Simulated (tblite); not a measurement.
Compound: C3H13FSSi3.
SMILES with atom numbers: `[CH3:1][S:2][SiH2:3][SiH2:4][CH2:5][C@H:6]([F:7])[SiH3:8]` (hydrogens: H9, H10, H11 on C1; H12, H13 on Si3; H14, H15 on Si4; H16, H17 on C5; H18 on C6; H19, H20, H21 on Si8)

Computed geometry: GFN2-xTB, gas phase.

(1) List the bond lengths, angles and torsions at this level.

## Answers

(1) 
```csv
bond,length (pm)
C1–S2,181.8
S2–Si3,216.3
Si3–Si4,231.8
Si4–C5,191.1
C5–C6,151.8
C6–F7,140.3
C6–Si8,192.3
"C1–H9, C1–H10, C1–H11",108.6
Si3–H12,145.8
Si3–H13,146.5
Si4–H14,147.6
Si4–H15,147.2
C5–H16,109.1
C5–H17,108.9
C6–H18,109.7
"Si8–H19, Si8–H20, Si8–H21",146.1
```

Bonds in one row agree within 1 pm and their mean is given. A selection of angles:
```csv
angle,degrees
S2–C1–H9,109.5
S2–C1–H11,107.0
H9–C1–H10,110.5
C1–S2–Si3,99.6
S2–Si3–Si4,109.6
S2–Si3–H12,100.4
S2–Si3–H13,104.6
Si4–Si3–H12,116.9
Si4–Si3–H13,114.4
H12–Si3–H13,109.4
Si3–Si4–C5,109.4
Si3–Si4–H14,113.3
Si3–Si4–H15,115.3
C5–Si4–H14,106.3
C5–Si4–H15,106.3
H14–Si4–H15,105.6
Si4–C5–C6,112.5
Si4–C5–H16,110.0
Si4–C5–H17,110.5
C6–C5–H16,109.2
C6–C5–H17,107.6
H16–C5–H17,106.9
C5–C6–F7,108.9
C5–C6–Si8,114.5
C5–C6–H18,109.5
F7–C6–Si8,107.4
F7–C6–H18,104.4
Si8–C6–H18,111.7
C6–Si8–H19,107.3
H19–Si8–H20,111.5
```

Torsions: C1–S2–Si3–Si4 61° (synclinal); S2–Si3–Si4–C5 151° (antiperiplanar); Si3–Si4–C5–C6 61° (synclinal); Si4–C5–C6–F7 -54° (synclinal).

Si8 (SiH3 silicon) is tetrahedral (angles from 107.0° to 111.5°). Si4 (SiH2 silicon) is distorted tetrahedral (angles from 105.6° to 115.3°). Si3 (SiH2 silicon) is distorted tetrahedral (angles from 100.4° to 116.9°). Of the pairs four or more bonds apart, Si3···F7 is among the closest relative to their van der Waals radii: 3.03 Å, 85 % of the sum of Bondi's values.

Point group: C1 (no symmetry element, even within 0.4 Å). Its GFN2-xTB frequencies are all real (lowest 21 cm⁻¹). The numbers are those of one conformer.
